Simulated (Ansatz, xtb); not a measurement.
C5H4ClNS2: which of two isomers lies lower

Structure I: `S=C(CCl)c1nccs1`, a singlet. Structure II: `CC(=S)c1sncc1Cl`, a singlet. Both are isolated molecules in the gas phase, relaxed with r2SCAN-D4/def2-SVP, each in the lowest conformer that the search found.

I (Å):

```
atom    x (Å)    y (Å)    z (Å)
   C  -0.3761   0.0032   0.1371
   C   1.1089   0.1842  -0.0472
   C  -1.0661  -0.6077  -0.9859
   C  -1.4025  -1.4195  -3.0064
   C  -2.6738  -1.6146  -2.4934
  Cl   1.9214  -1.4104   0.1926
   N  -0.5145  -0.8580  -2.1550
   S  -1.1448   0.4506   1.5168
   S  -2.7599  -1.0626  -0.8747
   H   1.3469   0.5107  -1.0687
   H   1.5067   0.8733   0.7062
   H  -1.0957  -1.6854  -4.0210
   H  -3.5394  -2.0501  -2.9939
```

II (Å):

```xyz
13

C    -0.1899   -0.6787    0.7547
C    -0.8859   -1.3418   -0.3950
C    -1.2438   -0.5462   -1.5593
C    -1.6109    1.1009   -3.1726
C    -1.0776    0.8030   -1.8871
Cl   -0.3365    2.0272   -0.9292
N    -2.1535    0.0894   -3.8165
S    -1.2570   -2.9499   -0.3752
S    -2.0547   -1.2988   -2.9054
H    -0.8007    0.1474    1.1557
H     0.7590   -0.2233    0.4252
H     0.0063   -1.4123    1.5456
H    -1.5878    2.0972   -3.6267
```

Task: Which of the two would you expect CCSD(T)/def2-SVP + ΔMP2/def2-TZVPP electronic energies to favour?

Result: Structure I; the calculation gives E(II) − E(I) = +17.8 kJ/mol.

Level by level:

```csv
level,geometry,E(II) − E(I) (kJ/mol),departure from the last row (kJ/mol),"job, with rough time for the two"
GFN2-xTB,GFN2-xTB,−17.9,−35.7,"optimisation, 0.35 s"
HF/STO-3G,GFN2-xTB,+34.2,+16.3,"single point, 0.76 s"
r2SCAN-D4/def2-SVP//GFN2-xTB,GFN2-xTB,+25.4,+7.6,"single point, 6.2 s"
r2SCAN-D4/def2-SVP,r2SCAN-D4/def2-SVP,+23.5,+5.7,"optimisation, 50 s"
HF/def2-SVP,r2SCAN-D4/def2-SVP,+43.7,+25.8,part of the CCSD(T) run
MP2/def2-SVP,r2SCAN-D4/def2-SVP,+24.9,+7.0,part of the CCSD(T) run
CCSD(T)/def2-SVP,r2SCAN-D4/def2-SVP,+26.7,+8.9,single point
CCSD(T)/def2-SVP + ΔMP2/def2-TZVPP,r2SCAN-D4/def2-SVP,+17.8,,"single point, 2.7 min"
```

As drawn, II has 1 N∷S, 1 C∷C in place of 1 C∷N, 1 C∷S (∷ is an aromatic bond).

GFN2-xTB puts the two in the other order. The largest departure from CCSD(T)/def2-SVP + ΔMP2/def2-TZVPP is that of GFN2-xTB, 35.7 kJ/mol. The last row adds to CCSD(T) the change of the MP2 difference between the two basis sets, here −8.9 kJ/mol.

With thermal terms from frequencies at re-optimised GFN2-xTB minima (ideal gas, soft modes damped towards free rotors, one conformer each, 298.15 K, 1 atm): on the last row, ΔE + ΔZPE = +17.6, ΔH = +18.1, ΔG = +18.9 kJ/mol.

The correlated steps freeze 21 core orbitals. Programs: Ansatz 0.2.0, xtb 6.7.1; the last row on 4 threads of Arm Neoverse V1 on a shared host.
